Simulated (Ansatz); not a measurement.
Molecule: dibromo(dichloro)methane, CBr2Cl2 (charge 0, singlet). 
Structure (B3LYP-D3(BJ)/def2-TZVP (Ansatz, an electronic-structure program) minimum search):
SMILES: ClC(Cl)(Br)Br
```xyz
5

Cl    -1.6471    -0.8115    -0.8749
C     -0.3582    -0.1429     0.1386
Cl    -0.8472    -0.1836     1.8400
Br    -0.0029     1.7122    -0.3951
Br     1.2759    -1.2044    -0.0974
```
Charge 0, spin multiplicity 1.

Basis-set convergence of Hartree-Fock and CCSD(T) correlation energies (hartree) with Ansatz. Valence correlation only, unless marked. No spin-orbit coupling. The frozen core is the preceding noble-gas configuration, with the filled d and f shells of earlier blocks. No relativistic terms.

```json
[
 {"basis": "def2-SVPD", "functions": "156", "E(HF)": "-6100.71204", "E(corr, CCSD(T))": "-0.76525"},
 {"basis": "def2-TZVPPD", "functions": "253", "E(HF)": "-6101.68999", "E(corr, CCSD(T))": "-0.97696"},
 {"basis": "def2-QZVPPD", "functions": "417", "E(HF)": "-6101.81401", "E(corr, CCSD(T))": "-1.05804"}
]
```

Extrapolating the two largest sets (X = 3 and 4) as X^-3: E(corr) = (64·(-1.05804) - 27·(-0.97696))/37 = -1.1172 Eh, an estimate of the basis-set limit. The largest set recovers 94.7 % of it, the smallest 68.5 %.
